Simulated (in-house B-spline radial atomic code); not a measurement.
RPA and G0W0 on CAM-B3LYP: Ga III (Ga2+)

Configuration [Ar] 3d10 4s1, highest spin, mean-field start CAM-B3LYP. Computed with a B-spline radial code for spherical atoms: all electrons, scalar-relativistic (spin-free one-electron X2C), finite nucleus, each spin shell either full or empty, empty states to l = 9 with an (l + 1/2)⁻⁴ tail; G0W0 by contour deformation at full frequency.

RPA overbinds a lone outer s electron by self-correlation, and G0W0 tends to as well.

Command:
```bash
python run_gw.py task.json out
```
Settings (radii: box in bohr, nucleus in fm):
```
Z                        31
electrons                29
configuration            [Ar] 3d10 4s1
hamiltonian              x2c
method                   camb3lyp
lmax                     9
rms_radius               3.9973
spin_polarised           True
box_radius               17.55
intervals                70
ion_configuration        [Ar] 3d10
```

Time taken, with all properties: 9.1 s on 1 thread of Arm Neoverse N1 (shared host).

Energies (hartree):

| term | value |
| --- | --- |
| mean-field total | -1943.04324 |
| Hartree-Fock functional on these orbitals | -1941.31503 |
| direct second order | -2.5544 |
| second-order exchange | 0.7394 |
| SOSEX correction | 0.67019 |

What is the RPA correlation energy, and what remains with SOSEX?

RPA gives -2.1543 hartree (-2.02 eV per electron); RPA + SOSEX gives -1.4841, and the second-order doubles -1.815 hartree (no singles). SOSEX takes back 31 % of the RPA value.

Quasi-particle levels (eV):

```json
{"level": "4s up", "occupied": "yes", "mean field": "-29.218", "Σx - vxc": "-0.82", "Σc": "?", "QP weight": "?", "G0W0": "?"}
{"level": "3d down", "occupied": "yes", "mean field": "-44.04", "Σx - vxc": "-8.58", "Σc": "2.87", "QP weight": "0.909", "G0W0": "-49.76"}
{"level": "4s down", "occupied": "no", "mean field": "-22.985", "Σx - vxc": "4.55", "Σc": "-2.13", "QP weight": "0.955", "G0W0": "-20.564"}
```

G0W0 = mean field + (Σx - vxc) + Σc, with Σc (partial-wave tail included) taken at the quasi-particle energy. Only the outer levels were computed. Levels of low weight are left out.

Where does G0W0 put 4s up?

At -31.48 eV, with Σc = -1.45 eV and a quasi-particle weight of 0.968. The tabulated removal energy is 30.726 eV (NIST, measured); the calculation leaves out spin-orbit coupling, Breit and QED terms, and what these don't explain is the method's own error.

What does it cost to remove one electron (to [Ar] 3d10) by differences of total energies, each species on its own start (correlation terms add to the Hartree-Fock functional)?

CAM-B3LYP 31.59 eV, Hartree-Fock functional 29.541 eV, + RPA 31.15 eV, + RPA + SOSEX 30.55 eV, + second order 31.16 eV. Tabulated: 30.726 eV (NIST, measured); the calculation leaves out spin-orbit coupling, Breit and QED terms, and what these don't explain is the method's own error.
